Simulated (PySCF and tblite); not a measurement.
Results of a calculation; reference values are marked as such.
C₆H₆O₃, numbered as in [CH3:1][O:2][C:3](=[O:4])[c:5]1[cH:6][cH:7][o:8][cH:9]1.

Conformers came from 90 starts (ETKDG and KDG, MMFF94s, GFN2-xTB); geometries are GFN2-xTB. Free energies are B3LYP-D3(BJ)/def2-SVP (IEF-PCM, chloroform) single points with GFN2-xTB rigid-rotor and vibrational terms (modes under about 100 cm⁻¹ blended into free rotors). Symmetry numbers and mirror images are counted. Conformers within 3 kcal/mol (GFN2-xTB free energy) were kept, 10 at most. GIAO shieldings: B97-2/pcSseg-1 (IEF-PCM, chloroform). Shifts are against TMS (¹H), TMS (¹³C) at the same level. (PySCF 2.14, tblite 0.8.)

Torsions listed: C1–O2–C3–O4, O2–C3–C5–C6.

```csv
conformer,shape,symmetry,E(GFN2) kcal/mol,E(DFT) kcal/mol
1,"0°, 180°",Cs,0.24,0.00
2,"0°, 0°",Cs,0.00,0.17
```

**Question.** How much do the weights at 298.15 K and the averaged shift of H9 depend on how the conformers are weighted?

**Answer.** 
```tsv
weighting	1 (%)	2 (%)	δ (ppm)	rms dipole (D)
DFT energy with thermal terms, symmetry and mirror images (full scheme)	59	41	8.26	2.07
DFT energy with symmetry and mirror images	57	43	8.26	2.08
bare DFT energy	57	43	8.26	2.08
GFN2-xTB energy with symmetry and mirror images	40	60	8.29	2.16
GFN2-xTB free energy	42	58	8.29	2.15
leading conformer alone	100	0	8.19	1.86
equal weights	50	50	8.28	2.11
full scheme, search stopped after three starts	0	100	8.36	2.34
```

The largest departure from the full scheme, 0.10 ppm, comes with: full scheme, search stopped after three starts.

The minima are those of GFN2-xTB; planar forms about aryl–S or allylic bonds may be saddles in DFT.


Conformer gaps in def2-SVP on xTB geometries can be 2 kcal/mol too large for S=O, P=O and other polar bonds.